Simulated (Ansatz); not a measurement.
Born–Oppenheimer molecular dynamics of BClH5NO (9 atoms, charge 0, multiplicity 1). It starts at the highest image of a converged band. Of that band: Neighbouring images differ by up to 1.9 eV, so the band resolves the path poorly. A vibrational analysis at the climbing image gives one clearly imaginary mode, 1569i cm⁻¹: a first-order saddle point.

The calculation used RKS CAM-B3LYP-D4/6-31G* (Ansatz 0.2.0).

```
ensemble                      : NVE (velocity Verlet)
time step                     : 0.5 fs
steps asked                   : 200
starting velocities drawn for : 100 K
seed                          : 7365
```

First frame:

```xyz
9
Properties=species:S:1:pos:R:3
B -0.126 0.272 0.121
H -0.380 -0.248 1.391
Cl 1.489 -0.442 -0.328
N -1.171 0.172 -0.842
H -1.243 -0.669 -1.396
H -2.073 0.576 -0.634
O 0.001 1.698 0.747
H 0.927 1.995 0.708
H -0.165 0.776 1.532
```

(1) How far do the bonds stretch over the last three quarters of this one trajectory? (Pairs bonded in most of those frames.)

Answers

(1) 
| bond | mean (Å) | spread (Å) | shortest | longest |
| --- | --- | --- | --- | --- |
| B1–Cl3 | 1.802 | 0.031 | 1.75 | 1.86 |
| B1–N4 | 1.418 | 0.053 | 1.32 | 1.52 |
| B1–O7 | 1.368 | 0.055 | 1.27 | 1.46 |
| H2–H9 | 0.748 | 0.027 | 0.71 | 0.78 |
| N4–H5 | 1.012 | 0.010 | 0.99 | 1.03 |
| N4–H6 | 1.016 | 0.006 | 1.00 | 1.03 |
| O7–H8 | 0.971 | 0.007 | 0.95 | 0.99 |

Mean temperature of the second half: 2262 K. The conserved energy stayed within 0.23 meV per atom of its start (net change -0.036 meV per atom), so the integration is sound. The kinetic energy rose, since the run started high on the potential surface and went downhill. It ends in pieces (BClH3NO + H2), so much of that is their flight and rotation, not heat. A run of 0.1 ps of so small a system gives no equilibrium averages. The orbitals stay closed-shell, which can raise the energy where a bond breaks towards radicals; this wasn't checked here.

The run took 5.7 min on 2 threads of Arm Neoverse V1 (shared host), peak memory 0.19 GiB.
